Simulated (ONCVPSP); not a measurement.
## Which change was made? (La, ONCV)

lanthanum, optimised norm-conserving Vanderbilt (ONCV), made with ONCVPSP 4.0.1 (PBE, fully relativistic). Core [Kr] 4d10, reference 5s2 5p6 5d1 6s2. Waves: 5s+6s: rc 3.00 bohr, ncon 5, nbas 8, qcut 3.3 1/bohr, 2 projectors; 5p: rc 1.90 bohr, ncon 4, nbas 9, qcut 4.6 1/bohr, 1 projector; 5d: rc 3.85 bohr, ncon 5, nbas 9, qcut 3.4 1/bohr, 1 projector; f scattering state at 0.02 Ha: rc 4.20 bohr, ncon 3, nbas 8, qcut 2.9 1/bohr, 2 projectors, debl 2 Ha. Local part: polynomial inside 1.50 bohr (lpopt 5, dvloc0 1 Ha). Core correction: polynomial model core, fcfact 0.25.

Open shells are filled in proportion to 2j + 1.

In the f channel the program set the typed energies aside and used -0.155, 1.845 Ha (j = l + 1/2; the other j can differ).

Cutoffs, loose and tight: the cutoffs (Ha) at which the residual kinetic energy of the hardest occupied pseudo-wave falls to 1 and 0.1 mHa per electron. They do not see the model core or the augmentation charge, which bear on the density cutoff. Test errors are all-electron minus pseudo excitation energies from the reference, over the configurations 5s2 5p6 5d1 6s1; 5s2 5p6 5d1 6s0; 5s2 5p6 5d0 6s0; 4f1 5s2 5p6 5d0 6s1; variants that change the core or the reference have their own tests.

The base gives: outcome: generated, projector energies reset by the program; cutoff, loose: 12 Ha; cutoff, tight: 67 Ha; bound ghosts: none; GHOST(+) flags above zero: s, f7/2, f5/2; largest test error (meV): +1910.

**Question.** After one change the result is: outcome: generated, projector energies reset by the program; cutoff, loose: 39 Ha; cutoff, tight: 74 Ha; bound ghosts: none; GHOST(+) flags above zero: s, f7/2, f5/2; largest test error (meV): +1910. Which change was it?
A. p: qcut 6.4
B. p: qcut 4.2
C. p: qcut 2.9
D. p: qcut 3.8

**Answer.** D. The others give: p: qcut 6.4 → outcome: generated, projector energies reset by the program; cutoff, loose: 15 Ha; cutoff, tight: 18 Ha; bound ghosts: none; GHOST(+) flags above zero: s, f7/2, f5/2; largest test error (meV): +1910 | p: qcut 2.9 → outcome: generated, projector energies reset by the program; cutoff, loose: 47 Ha; cutoff, tight: 75 Ha; bound ghosts: none; GHOST(+) flags above zero: s, f7/2, f5/2; largest test error (meV): +1910 | p: qcut 4.2 → outcome: generated, projector energies reset by the program; cutoff, loose: 21 Ha; cutoff, tight: 72 Ha; bound ghosts: none; GHOST(+) flags above zero: s, f7/2, f5/2; largest test error (meV): +1910.
